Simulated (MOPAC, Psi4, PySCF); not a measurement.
Relaxed torsion scan: H₂Cl₃FSi₂, SMILES Cl[Si](Cl)([SiH2]F)Cl. Scanned: dihedral F1–Si2–Si3–Cl4; all other coordinates were relaxed at GFN2-xTB. GFN2-xTB can order the conformers of Si and Ge chains otherwise than DFT does. Heavy atoms are numbered in the order of the SMILES F[SiH2][Si](Cl)(Cl)Cl, hydrogens after them in the order of the atoms that carry them; the mirror image has the same energies with the sign of each dihedral reversed.

Levels: AM1, restricted, heats of formation // GFN2-xTB (MOPAC); RKS-B3LYP/LANL2DZ = restricted B3LYP/LANL2DZ, with its core potentials past Ne // GFN2-xTB run with PySCF 2.14.0; MP2/cc-pVTZ = DF-MP2 (frozen core)/cc-pVTZ // GFN2-xTB in Psi4.

Energies relative to the lowest point of each profile, in kJ/mol:

```json
[
 {"φ / °": "0", "AM1": "0.39", "RKS-B3LYP/LANL2DZ": "4.05"},
 {"φ / °": "10", "AM1": "0.36", "RKS-B3LYP/LANL2DZ": "3.76"},
 {"φ / °": "20", "AM1": "0.30", "RKS-B3LYP/LANL2DZ": "3.06"},
 {"φ / °": "30", "AM1": "0.17", "RKS-B3LYP/LANL2DZ": "2.07"},
 {"φ / °": "40", "AM1": "0.17", "RKS-B3LYP/LANL2DZ": "1.09"},
 {"φ / °": "50", "AM1": "0.03", "RKS-B3LYP/LANL2DZ": "0.33"},
 {"φ / °": "60", "AM1": "0.00", "RKS-B3LYP/LANL2DZ": "0.00"},
 {"φ / °": "70", "AM1": "0.05", "RKS-B3LYP/LANL2DZ": "0.20"},
 {"φ / °": "80", "AM1": "0.10", "RKS-B3LYP/LANL2DZ": "0.86"},
 {"φ / °": "90", "AM1": "0.20", "RKS-B3LYP/LANL2DZ": "1.82"},
 {"φ / °": "100", "AM1": "0.32", "RKS-B3LYP/LANL2DZ": "2.86"},
 {"φ / °": "110", "AM1": "0.38", "RKS-B3LYP/LANL2DZ": "3.70"}
]
```

### Question
Predict the corresponding MP2/cc-pVTZ column.

### Answer
0: 4.47; 10: 4.17; 20: 3.36; 30: 2.26; 40: 1.18; 50: 0.35; 60: 0.00; 70: 0.23; 80: 0.96; 90: 2.05; 100: 3.20; 110: 4.09 (kJ/mol).
